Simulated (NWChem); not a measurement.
System: BGeH3ClF; SMILES F[B](Cl)[GeH3]

The following NWChem deck was run.

```
start job
memory heap 200 mb stack 900 mb global 1100 mb
geometry units angstroms noautosym nocenter noautoz
  B     -0.429789    -0.681351     0.057624
  Cl     0.599247    -1.919287    -0.645551
  F     -1.553716    -1.081717     0.612391
  Ge     0.124721     1.317194     0.002991
  H     -0.920267     2.222909     0.677056
  H      1.477171     1.495937     0.716430
  H      0.303756     1.762053    -1.459914
end
basis spherical
  B library 6-31g*
  Cl library 6-31g*
  F library 6-31g*
  Ge library 6-31g*
  H library 6-31g*
end
dft
  xc hfexch
  iterations 150
end
property
  shielding 6 1 2 3 4 5 6
  efieldgrad
end
task dft property
```

NWChem printed, in part:

```
             Northwest Computational Chemistry Package (NWChem) 7.3.0
             --------------------------------------------------------

                             Geometry "geometry" -> ""
                             -------------------------

 Output coordinates in angstroms (scale by  1.889725989 to convert to a.u.)

  No.       Tag          Charge          X              Y              Z
 ---- ---------------- ---------- -------------- -------------- --------------
    1 B                    5.0000    -0.42978900    -0.68135100     0.05762400
    2 Cl                  17.0000     0.59924700    -1.91928700    -0.64555100
    3 F                    9.0000    -1.55371600    -1.08171700     0.61239100
    4 Ge                  32.0000     0.12472100     1.31719400     0.00299100
    5 H                    1.0000    -0.92026700     2.22290900     0.67705600
    6 H                    1.0000     1.47717100     1.49593700     0.71643000
    7 H                    1.0000     0.30375600     1.76205300    -1.45991400

 Effective nuclear repulsion energy (a.u.)     299.4021615764

  xc_inp: hfexch multiplicative factor not found.
                              NWChem Property Module
                              ----------------------

  itol2e modified to match energy
  convergence criterion.

                                 NWChem DFT Module
                                 -----------------

 Summary of "ao basis" -> "ao basis" (spherical)
 ------------------------------------------------------------------------------
       Tag                 Description            Shells   Functions and Types
 ---------------- ------------------------------  ------  ---------------------
 B                           6-31g*                  6       14   3s2p1d
 Cl                          6-31g*                  8       18   4s3p1d
 F                           6-31g*                  6       14   3s2p1d
 Ge                          6-31g*                 12       32   5s4p3d
 H                           6-31g*                  2        2   2s

  itol2e modified to match energy
  convergence criterion.

            General Information
            -------------------
          SCF calculation type: DFT
          Wavefunction type:  closed shell.
          No. of atoms     :     7
          No. of electrons :    66
           Alpha electrons :    33
            Beta electrons :    33
          Charge           :     0
          Spin multiplicity:     1
          Use of symmetry is: off; symmetry adaption is: off
          Maximum number of iterations: 150
          AO basis - number of functions:    84
                     number of shells:    38
          Convergence on energy requested:  1.00D-07
          Convergence on density requested:  1.00D-05
          Convergence on gradient requested:  5.00D-04

              XC Information
              --------------
                     Hartree-Fock (Exact) Exchange  1.000

      Superposition of Atomic Density Guess
      -------------------------------------

 Sum of atomic energies:       -2659.86513732

      Non-variational initial energy
      ------------------------------

 Total energy =   -2660.993751
 1-e energy   =   -4299.177456
 2-e energy   =    1338.781544
 HOMO         =      -0.323064
 LUMO         =       0.025939

   convergence    iter        energy       DeltaE   RMS-Dens  Diis-err
 ---------------- ----- ----------------- --------- --------- ---------
 d= 0,ls=0.0,diis     1  -2660.4393463888 -2.96D+03  7.14D-03  4.24D-01
 d= 0,ls=0.0,diis     2  -2660.4925014749 -5.32D-02  2.26D-03  1.25D-01
 d= 0,ls=0.0,diis     3  -2660.5051447186 -1.26D-02  9.47D-04  4.07D-03
 d= 0,ls=0.0,diis     4  -2660.5060711735 -9.26D-04  3.05D-04  3.21D-04
 d= 0,ls=0.0,diis     5  -2660.5061408701 -6.97D-05  9.43D-05  1.71D-05
  Resetting Diis
 d= 0,ls=0.0,diis     6  -2660.5061462785 -5.41D-06  2.70D-05  8.80D-07
 d= 0,ls=0.0,diis     7  -2660.5061466355 -3.57D-07  4.10D-06  5.50D-08
 d= 0,ls=0.0,diis     8  -2660.5061466575 -2.20D-08  3.10D-06  1.25D-08

[...]

          -----------------------------------------
          Chemical Shielding Tensors (GIAO, in ppm)
          -----------------------------------------

                                NWChem CPHF Module
                                ------------------

  scftype          =     RHF
  nclosed          =       33
  nopen            =        0
  variables        =     1683
  # of vectors     =        3
  tolerance        = 0.10D-03
  level shift      = 0.00D+00
  max iterations   =       50
  max subspace     =       30

 SCF residual:    5.2762988574782636E-005

Iterative solution of linear equations
  No. of variables     1683
  No. of equations        3
  Maximum subspace       30
        Iterations       50
       Convergence  1.0D-04

   iter   nsub   residual    time
   ----  ------  --------  ---------
     1      3    9.14D-01      24.6
     2      6    2.96D-01      28.4
     3      9    4.19D-02      32.3
     4     12    4.21D-03      36.2
     5     15    6.67D-04      40.3
     6     18    9.89D-05      44.4

      Atom:    1  B
        Diamagnetic
    192.0533      0.5015     -8.8996
      0.5015    203.1827      3.1152
     -8.8996      3.1152    180.5227

        Paramagnetic
   -158.1174     -4.5226     42.4790
     -4.5226   -108.2546     -1.2566
     42.4790     -1.2566   -100.9386

        Total Shielding Tensor
     33.9359     -4.0211     33.5795
     -4.0211     94.9281      1.8587
     33.5795      1.8587     79.5841

           isotropic =      69.4827
          anisotropy =      41.8575

          Principal Components and Axis System
                 1           2           3
               97.3877     95.1500     15.9104

      1         0.4704      0.0010      0.8825
      2        -0.1070      0.9927      0.0559
      3         0.8760      0.1207     -0.4670

      Atom:    2  Cl
        Diamagnetic
   1147.0556     -3.5018     -2.2925
     -3.5018   1150.4263      2.7133
     -2.2925      2.7133   1145.1409

        Paramagnetic
   -518.2472   -186.8057    119.1960
   -186.8057   -261.5014     99.3870
    119.1960     99.3870   -305.7766

        Total Shielding Tensor
    628.8083   -190.3074    116.9035
   -190.3074    888.9249    102.1002
    116.9035    102.1002    839.3643

           isotropic =     785.6992
          anisotropy =     322.4508

          Principal Components and Axis System
                 1           2           3
             1000.6664    889.6978    466.7333

      1        -0.3581      0.4704      0.8065
      2         0.8841     -0.1068      0.4549
      3         0.3001      0.8760     -0.3777

      Atom:    3  F
        Diamagnetic
    482.5463      7.4311    -11.0624
      7.4311    463.7526     -3.5653
    -11.0624     -3.5653    465.7656

        Paramagnetic
   -280.4250     45.9185    140.5058
     45.9185   -362.0441    -65.1583
    140.5058    -65.1583   -112.5331

        Total Shielding Tensor
    202.1214     53.3496    129.4434
     53.3496    101.7085    -68.7236
    129.4434    -68.7236    353.2325

           isotropic =     219.0208
          anisotropy =     318.1188

          Principal Components and Axis System
                 1           2           3
              431.1000    194.3555     31.6069

      1         0.4704      0.7104     -0.5236
      2        -0.1066      0.6347      0.7654
      3         0.8760     -0.3042      0.3743

      Atom:    4  Ge
        Diamagnetic
   2756.7556      1.0444     -0.2313
      1.0444   2762.5118      0.2209
     -0.2313      0.2209   2756.2390

        Paramagnetic
   -852.0757    -24.0541    -24.1102
    -24.0541   -862.2155     16.6085
    -24.1102     16.6085   -876.7493

        Total Shielding Tensor
   1904.6799    -23.0098    -24.3415
    -23.0098   1900.2962     16.8293
    -24.3415     16.8293   1879.4897

           isotropic =    1894.8219
          anisotropy =      67.6216

          Principal Components and Axis System
                 1           2           3
             1939.9030   1880.1597   1864.4031

      1         0.6839      0.5614      0.4660
      2        -0.5834      0.8043     -0.1128
      3        -0.4381     -0.1947      0.8776

      Atom:    5  H
        Diamagnetic
     30.9978     -8.7815     -6.4753
     -8.7815     31.4459      6.0141
     -6.4753      6.0141     25.2027

        Paramagnetic
     -0.4776      2.2344      1.2993
      2.2344     -1.1567     -1.5195
      1.2993     -1.5195      0.5362

        Total Shielding Tensor
     30.5202     -6.5472     -5.1761
     -6.5472     30.2893      4.4946
     -5.1761      4.4946     25.7389

           isotropic =      28.8494
          anisotropy =      17.0169

          Principal Components and Axis System
                 1           2           3
               40.1940     23.9543     22.3999

      1         0.6523      0.5937      0.4712
      2        -0.6255      0.7728     -0.1077
      3        -0.4281     -0.2244      0.8754

      Atom:    6  H
        Diamagnetic
     38.0347      3.5148      9.0321
      3.5148     23.5849      1.9820
      9.0321      1.9820     25.3986

        Paramagnetic
     -2.5838     -1.3870     -2.5153
     -1.3870      0.9623     -0.2861
     -2.5153     -0.2861      0.9101

        Total Shielding Tensor
     35.4509      2.1279      6.5169
      2.1279     24.5472      1.6959
      6.5169      1.6959     26.3087

           isotropic =      28.7689
          anisotropy =      15.8312

          Principal Components and Axis System
                 1           2           3
               39.3231     24.2618     22.7219

      1         0.8704     -0.3144     -0.3789
      2         0.1780      0.9185     -0.3530
      3         0.4590      0.2398      0.8554
```

Level: Hartree-Fock/6-31G* (spherical d), GIAO. Coordinates come from a PBE0/def2-SVP optimisation. NWChem prints the field gradient with the sign opposite to the second derivative of the potential. The printed shielding anisotropy is the first printed principal value minus the mean of the other two.
